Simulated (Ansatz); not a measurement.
`OC([SiH3])([SiH3])S` → `OC([SiH3])S` + `[SiH2]`  (silylene formation by 1,1-elimination)

Program: Ansatz. Geometries: PBE0-D4/def2-TZVP. ΔE: electronic, gas phase. CCSD(T)/CBS adds triple-zeta CCSD(T) − MP2 to the extrapolated MP2 energy (def2 sets, frozen cores). This one scheme is used for every species. Functionals use def2-TZVPP. B3LYP here is the variant with VWN-RPA as its local correlation; programs differ in this. One conformer a species, not always the lowest.

```
         level  ΔE (eV)
     r2SCAN-D4     2.72
      B3LYP-D4     2.46
         B3LYP     2.24
MP2/def2-TZVPP     2.67
 HF/def2-QZVPP     2.13
MP2/def2-QZVPP     2.72
  HF/CBS(def2)     2.13
 MP2/CBS(def2)     2.75
```

(1) What does CCSD(T)/CBS give? (Best estimate.)

Largest T1 diagnostic among the species: 0.014.

Answers

(1) Ansatz gave: +2.51 eV. The listed levels differ from it by 0.21, -0.05, -0.27, 0.16, -0.38, 0.21, -0.38, 0.24 eV.

The D4 term adds +0.22 eV with B3LYP and +0.12 eV with PBE0; it sums over pairs of atoms, weighted by their polarisabilities, and B3LYP, whose exchange is more repulsive, gets the larger term. From PBE to PBE0 (25 % exact exchange), in def2-TZVPP and without D4, ΔE moves by +0.07 eV.
